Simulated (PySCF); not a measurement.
## In (indium, neutral) across methods

[Kr] 4d10 5s1 5p2, high-spin 4P determinant (an excited configuration). Computed with PySCF 2.14 in aug-cc-pVTZ-PP with one added diffuse shell each of d, f type with ECP28MDF (6s5p5d3f, 67 functions), with scalar relativity through the core potential.

| method | E (hartree) | mean ε 4d β (eV) | mean ε 5s α (eV) | mean ε 5p α (eV) | Σ⟨r²⟩ (bohr²) | ⟨S²⟩ |
| --- | --- | --- | --- | --- | --- | --- |
| revPBE | -190.0010 | -19.483 | -9.740 | -3.690 | 59.16 | 3.752 |
| UHF | -189.10415 | -28.464 | -14.163 | -6.746 | 59.41 | 3.754 |
| PW91 | -190.0240 | -19.592 | -9.872 | -3.754 | 59.11 | 3.752 |
| LDA | -189.6135 | -19.615 | -10.041 | -3.786 | 58.99 | 3.752 |
| BLYP | -189.8951 | -19.443 | -9.590 | -3.454 | 59.52 | 3.751 |
| r2SCAN | -190.0244 | -19.964 | -10.239 | -3.951 | 58.16 | 3.754 |
| PBE0 | -189.9535 | -21.973 | -11.044 | -4.558 | 58.74 | 3.752 |
| PBE | -189.9437 | -19.531 | -9.801 | -3.712 | 59.19 | 3.752 |
| LC-wPBE | -189.9831 | -24.549 | -14.114 | -6.867 | 57.87 | 3.753 |

Energies and moments cover only the electrons outside the core potential.
